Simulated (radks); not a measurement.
Question: The mean radii <r> (bohr) of the occupied orbitals of an atom or ion are listed with their occupations. Method: non-relativistic Kohn-Sham, PBEsol, spin-unpolarised, spherical densities, point nucleus; computed with a radial shooting solver on a logarithmic mesh with Libxc functionals.

orbital  occ.     <r>
1s          2  0.1993
2s          2  0.9417
3p          1   2.584

Name the element and its charge.

Answer: Z = 8, oxygen, charge +3: O3+ in [He] 2s2 3p1. The 1s radius gives Z: for a bare nucleus <r> = 1.5/Z, 0.1875 bohr for Z = 8, and screening makes it slightly larger (0.1993 here). The occupations add up to 5, and the charge is Z minus that.
